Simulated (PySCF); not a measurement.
Species: C5H8F2Si.
Atom-mapped SMILES: `[F:1][CH:2]([F:3])[SiH:4]1[CH2:5][CH:6]=[CH:7][CH2:8]1` (hydrogens: H9 on C2; H10 on Si4; H11, H12 on C5; H13 on C6; H14 on C7; H15, H16 on C8)

The same species was optimised twice, with GFN2-xTB and with PBE0-D3(BJ)/def2-SVP (PySCF), and the same property calculations (PySCF, gas phase) were run on both structures.

```
      coordinate  GFN2-xTB  PBE0-D3(BJ)/def2-SVP  change
      C2–Si4 (Å)     1.942                 1.918  -0.024
       C6=C7 (Å)     1.321                 1.343  +0.022
      Si4–C5 (Å)     1.906                 1.892  -0.014
      Si4–C8 (Å)     1.906                 1.893  -0.013
       C5–C6 (Å)     1.503                 1.508  +0.005
       C7–C8 (Å)     1.503                 1.508  +0.005
       C2–F3 (Å)     1.364                 1.363  -0.001
       F1–C2 (Å)     1.364                 1.363  -0.001
   Si4–C5–C6 (°)     103.7                 101.2    -2.5
   Si4–C8–C7 (°)     103.6                 101.3    -2.3
    F1–C2–F3 (°)     105.8                 108.0    +2.2
   C5–Si4–C8 (°)      94.1                  96.3    +2.2
   C2–Si4–C8 (°)     111.0                 108.9    -2.1
   C2–Si4–C5 (°)     111.0                 109.1    -1.9
   F1–C2–Si4 (°)     110.4                 110.1    -0.3
   F3–C2–Si4 (°)     110.4                 110.1    -0.3
F1–C2–Si4–C5 (°)      -173                  -169      +4
```

Rotational constants: A = 3329, B = 1068, C = 893.5 MHz (GFN2-xTB) against A = 3045, B = 1155, C = 969.8 MHz (PBE0-D3(BJ)/def2-SVP).

On the GFN2-xTB structure: lowest singlet, TDDFT (eV) 6.38 [B3LYP/def2-SVPD]; lowest triplet, Tamm–Dancoff (eV) 4.53 [B3LYP/def2-SVPD]; isotropic polarisability (au) 83.2 [B3LYP/def2-SVPD]; HOMO (eV) -7.16 [B3LYP/def2-SVPD]; LUMO (eV) 0.09 [B3LYP/def2-SVPD]; dipole (D) 2.58 [B3LYP/def2-SVPD]; HOMO (eV) -7.35 [PBE0/pcSseg-1]; LUMO (eV) 0.45 [PBE0/pcSseg-1]; dipole (D) 2.39 [PBE0/pcSseg-1]; GIAO shielding of F1/F3 (mean) (ppm) 324.3 [PBE0/pcSseg-1]; GIAO shielding of C2 (ppm) 58.2 [PBE0/pcSseg-1]; GIAO shielding of Si4 (ppm) 358.5 [PBE0/pcSseg-1]; GIAO shielding of C5/C8 (mean) (ppm) 169.5 [PBE0/pcSseg-1]; GIAO shielding of C6/C7 (mean) (ppm) 48.5 [PBE0/pcSseg-1].

Task: What do these properties become on the PBE0-D3(BJ)/def2-SVP structure?

Result: 
| property | level | on GFN2-xTB | on PBE0-D3(BJ)/def2-SVP | change |
| --- | --- | --- | --- | --- |
| lowest singlet, TDDFT (eV) | B3LYP/def2-SVPD | 6.38 | 6.42 | +0.04 |
| lowest triplet, Tamm–Dancoff (eV) | B3LYP/def2-SVPD | 4.53 | 4.31 | -0.22 |
| isotropic polarisability (au) | B3LYP/def2-SVPD | 83.2 | 83.9 | +0.7 |
| HOMO (eV) | B3LYP/def2-SVPD | -7.16 | -7.15 | +0.01 |
| LUMO (eV) | B3LYP/def2-SVPD | 0.09 | -0.16 | -0.25 |
| dipole (D) | B3LYP/def2-SVPD | 2.58 | 2.57 | -0.01 |
| energy, GFN2-xTB geometry as zero (kcal/mol) | B3LYP/def2-SVPD | 0.0 | -1.3 | -1.3 |
| HOMO (eV) | PBE0/pcSseg-1 | -7.35 | -7.33 | +0.02 |
| LUMO (eV) | PBE0/pcSseg-1 | 0.45 | 0.18 | -0.27 |
| dipole (D) | PBE0/pcSseg-1 | 2.39 | 2.39 | 0.00 |
| energy, GFN2-xTB geometry as zero (kcal/mol) | PBE0/pcSseg-1 | 0.0 | -1.2 | -1.2 |
| GIAO shielding of F1/F3 (mean) (ppm) | PBE0/pcSseg-1 | 324.3 | 331.5 | +7.2 |
| GIAO shielding of C2 (ppm) | PBE0/pcSseg-1 | 58.2 | 60.0 | +1.8 |
| GIAO shielding of Si4 (ppm) | PBE0/pcSseg-1 | 358.5 | 357.0 | -1.5 |
| GIAO shielding of C5/C8 (mean) (ppm) | PBE0/pcSseg-1 | 169.5 | 169.8 | +0.3 |
| GIAO shielding of C6/C7 (mean) (ppm) | PBE0/pcSseg-1 | 48.5 | 43.5 | -5.0 |

The heavy atoms differ by 0.164 Å rms after alignment. Among bonds between heavy atoms C2–Si4 changes most (-0.024 Å). Changes are differences of the printed values. Neither structure is proved a minimum here.
